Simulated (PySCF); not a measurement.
C2H5FO2Si, SMILES [Si@H](C)(C(=O)O)F. Heavy atoms are numbered as in [CH3:1][Si@H:2]([F:3])[C:4](=[O:5])[OH:6]. Hydrogens are named by the atom that carries them.

Geometry optimised at PBE-D3(BJ)/def2-SVP. The structure was generated by enumeration; whether it is a known compound was not checked. One conformer was computed; it need not be the lowest.

Level of theory: PBE/pcSseg-1 run with PySCF.

GIAO shieldings, no solvent; atoms alike by connectivity are averaged. δ = σ(ref) − σ: ¹³C against TMS (σ = 182.0 ppm); ²⁹Si against TMS (σ = 335.4 ppm); ¹⁹F against CFCl3 (σ = 133.6 ppm); ¹⁷O against H2O (σ = 334.3 ppm); ¹H against TMS (σ = 31.49 ppm), references at their B3LYP-D3(BJ)/def2-TZVP geometries, non-relativistic.

| nucleus | atoms | count | δ (ppm) |
|---|---|---|---|
| ¹³C | C4 | 1 | 187.5 |
| ¹³C | C1 (CH3) | 1 | 1.4 |
| ²⁹Si | Si2 (SiH) | 1 | -4.4 |
| ¹⁹F | F3 | 1 | -217.0 |
| ¹⁷O | O5 | 1 | 501.7 |
| ¹⁷O | O6 (OH) | 1 | 266.2 |
| ¹H | H on O6 | 1 | 7.01 |
| ¹H | H on Si2 | 1 | 5.69 |
| ¹H | H on C1 | 3 | 1.08 |
